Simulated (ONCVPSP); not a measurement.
## PBE ONCV dataset for N (Z = 7), scalar-relativistic all-electron reference.

nitrogen (N), optimised norm-conserving Vanderbilt (ONCV), made with ONCVPSP 4.0.1 (PBE, scalar-relativistic). Core [He], reference 2s1 2p4. Waves: 2s: rc 0.85 bohr, ncon 4, nbas 7, qcut 7.3 1/bohr, 3 projectors, debl 1.1 Ha; 2p: rc 1.65 bohr, ncon 4, nbas 8, qcut 6.7 1/bohr, 2 projectors, debl 2.5 Ha. Local part: polynomial inside 0.70 bohr (lpopt 4, dvloc0 0 Ha). Core correction: polynomial model core, fcfact 0.25.

All-electron outer shells of the reference configuration (PBE, scalar-relativistic, ld1.x):

| shell | level (eV) | outermost node (bohr) | outermost maximum (bohr) |
| --- | --- | --- | --- |
| 1s | -385.55 | – | 0.15 |
| 2s | -19.03 | 0.32 | 1.02 |
| 2p | -7.51 | – | 0.97 |

Question: Does the generator finish with these settings?

Answer: Yes, a potential is produced and its reference levels are reproduced.

Question: Estimate the cutoffs (Ha) at which the residual kinetic energy of the hardest occupied pseudo-wave falls to 1 and 0.1 mHa per electron.

Answer: 30 Ha and 116 Ha.

Question: What does a ghost test show?

Answer: Ghosts flagged at negative energy: s at -350.4 eV; no localised positive-energy state flagged. A true bound ghost makes a file unfit for plane-wave use.

Question: Which valence shell sets the plane-wave cutoff?

Answer: 2s: 30 Ha for 1 mHa per electron, against 19 Ha for 2p.

Question: Tests: 2s2 2p3; 2s2 2p2; 2s2 2p1; 2s2 2p0. Which has the largest error in its energy relative to the reference configuration, and how large is it?

Answer: 2s2 2p0, with +1491 meV (all-electron minus pseudo) on +78.02 eV.
